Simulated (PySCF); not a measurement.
What binds GeBr: the parts of the energy along the bond

State: ²Π, doublet, unpaired electrons π ↑. ROHF-based CCSD(T) in PySCF 2.14 with Ge cc-pwCVDZ-PP with ECP10, Br aug-cc-pVDZ-PP with ECP10 and Ge cc-pwCVTZ-PP with ECP10, Br aug-cc-pVTZ-PP with ECP10 (frozen core orbitals: 13; scalar-relativistic core potentials). Correlation energies are extrapolated as n⁻³ (n = 2, 3), Hartree–Fock as (n+1)·exp(−9√n). All energies in eV from Ge + Br.

```
 R (Å)  HF/CBS  CCSD corr.      (T)   total
2.0588  -1.731      -1.038  -0.1534  -2.923
2.1524  -2.165      -0.992  -0.1556  -3.312
2.2459  -2.381      -0.951  -0.1582  -3.490
2.3395  -2.446      -0.917  -0.1610  -3.524
2.4331  -2.407      -0.886  -0.1638  -3.457
2.5501  -2.262      -0.853  -0.1675  -3.283
2.6670  -2.050      -0.826  -0.1713  -3.047
```

A fit to the total gives Re = 2.3187 Å, De = 3.526 eV, ωe = 295.6 cm⁻¹, Be = 0.08215 cm⁻¹ (masses 73.9212 and 78.9183 u).

Q: At R = 2.3395 Å the CCSD correlation energy is -0.436634 hartree in the smaller basis and -0.689923 in the larger. Extrapolate it.

A: (3³·E3 − 2³·E2)/(3³ − 2³) = -0.79657 hartree; the larger basis holds 86.6 % of it.

The T1 diagnostic is 0.018. The state was picked by a PBE0 search and need not be the measured ground state. Spin–orbit coupling, excitations beyond (T) and corrections to the Born–Oppenheimer picture are left out.
